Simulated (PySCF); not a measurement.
Orbital levels and atomic charges: C19H6F34O2

System: C19H6F34O2 (one of a series of oligomers), SMILES COC(F)(F)C(F)(F)C(F)(F)C(F)(F)C(F)(F)C(F)(F)C(F)(F)C(F)(F)C(F)(F)C(F)(F)C(F)(F)C(F)(F)C(F)(F)C(F)(F)C(F)(F)C(F)(F)C(F)(F)OC.

Cartesian coordinates (Å):
```
  1 C    -8.426    1.667   -2.971
  2 O    -7.434    0.772   -2.428
  3 C    -6.257    0.778   -3.034
  4 F    -5.659    2.002   -3.042
  5 F    -6.330    0.446   -4.348
  6 C    -5.298   -0.233   -2.335
  7 F    -4.038   -0.024   -2.748
  8 F    -5.638   -1.477   -2.713
  9 C    -5.331   -0.205   -0.775
 10 F    -4.438   -1.116   -0.344
 11 F    -6.532   -0.604   -0.334
 12 C    -5.002    1.179   -0.140
 13 F    -3.884    1.694   -0.669
 14 F    -6.001    2.031   -0.440
 15 C    -4.900    1.200    1.424
 16 F    -4.684    2.481    1.772
 17 F    -6.102    0.858    1.918
 18 C    -3.840    0.330    2.186
 19 F    -4.210   -0.956    2.164
 20 F    -3.900    0.728    3.469
 21 C    -2.366    0.484    1.690
 22 F    -2.273    0.071    0.416
 23 F    -2.034    1.781    1.720
 24 C    -1.361   -0.363    2.544
 25 F    -1.476   -0.066    3.844
 26 F    -1.675   -1.656    2.394
 27 C     0.121   -0.118    2.100
 28 F     0.252   -0.382    0.793
 29 F     0.420    1.178    2.283
 30 C     1.140   -0.971    2.927
 31 F     0.697   -2.230    3.056
 32 F     1.231   -0.459    4.162
 33 C     2.570   -1.062    2.288
 34 F     3.305   -1.850    3.087
 35 F     2.473   -1.679    1.101
 36 C     3.289    0.309    2.086
 37 F     2.745    0.934    1.030
 38 F     3.079    1.092    3.156
 39 C     4.841    0.216    1.889
 40 F     5.293    1.476    1.788
 41 F     5.389   -0.311    2.992
 42 C     5.299   -0.608    0.641
 43 F     4.539   -0.281   -0.417
 44 F     5.103   -1.911    0.891
 45 C     6.801   -0.349    0.296
 46 F     6.931    0.900   -0.173
 47 F     7.526   -0.418    1.426
 48 C     7.412   -1.356   -0.728
 49 F     8.685   -0.983   -0.944
 50 F     7.449   -2.580   -0.179
 51 C     6.670   -1.408   -2.097
 52 F     5.544   -2.162   -1.948
 53 F     7.430   -2.128   -2.961
 54 O     6.426   -0.176   -2.517
 55 C     5.733   -0.062   -3.777
 56 H    -8.626    1.417   -4.013
 57 H    -8.084    2.698   -2.881
 58 H    -9.306    1.501   -2.358
 59 H     4.730   -0.480   -3.688
 60 H     6.294   -0.568   -4.563
 61 H     5.686    1.006   -3.965
```

Method: wB97X-D/def2-SVP, gas phase, PySCF, fitting set def2-universal-JFIT up to Ne and JKFIT beyond, grid level 1.

Q: Give the orbital energies near the gap.

A: 
```
orbital      eV
 HOMO-4  -12.07
 HOMO-3  -11.82
 HOMO-2  -11.74
 HOMO-1  -11.69
   HOMO  -11.64
   LUMO    1.56
 LUMO+1    2.00
 LUMO+2    2.26
 LUMO+3    2.26
```

Q: Give the partial charges of the non-hydrogen atoms.

A: 
```csv
atom,Mulliken,IAO,Hirshfeld
C1,0.13,-0.20,-0.02
O2,-0.34,-0.36,-0.13
C3,0.45,0.70,0.22
F4,-0.20,-0.30,-0.10
F5,-0.20,-0.29,-0.10
C6,0.37,0.53,0.15
F7,-0.18,-0.26,-0.08
F8,-0.18,-0.26,-0.08
C9,0.33,0.52,0.15
F10,-0.18,-0.27,-0.08
F11,-0.17,-0.26,-0.08
C12,0.30,0.52,0.15
F13,-0.16,-0.26,-0.07
F14,-0.18,-0.26,-0.07
C15,0.39,0.52,0.15
F16,-0.17,-0.26,-0.08
F17,-0.17,-0.26,-0.08
C18,0.33,0.52,0.15
F19,-0.17,-0.26,-0.07
F20,-0.18,-0.26,-0.08
C21,0.33,0.52,0.15
F22,-0.17,-0.26,-0.07
F23,-0.17,-0.26,-0.07
C24,0.34,0.52,0.15
F25,-0.17,-0.26,-0.07
F26,-0.17,-0.26,-0.07
C27,0.32,0.51,0.15
F28,-0.17,-0.26,-0.07
F29,-0.17,-0.26,-0.08
C30,0.36,0.52,0.15
F31,-0.17,-0.26,-0.07
F32,-0.17,-0.26,-0.08
C33,0.34,0.52,0.15
F34,-0.17,-0.26,-0.07
F35,-0.17,-0.26,-0.08
C36,0.33,0.52,0.15
F37,-0.17,-0.26,-0.08
F38,-0.17,-0.26,-0.07
C39,0.36,0.52,0.15
F40,-0.17,-0.26,-0.07
F41,-0.17,-0.26,-0.08
C42,0.29,0.51,0.15
F43,-0.17,-0.26,-0.07
F44,-0.17,-0.26,-0.07
C45,0.33,0.52,0.15
F46,-0.17,-0.26,-0.08
F47,-0.18,-0.27,-0.08
C48,0.37,0.53,0.15
F49,-0.18,-0.26,-0.08
F50,-0.18,-0.26,-0.08
C51,0.45,0.70,0.22
F52,-0.20,-0.30,-0.10
F53,-0.20,-0.29,-0.10
O54,-0.34,-0.36,-0.13
C55,0.13,-0.21,-0.02
```
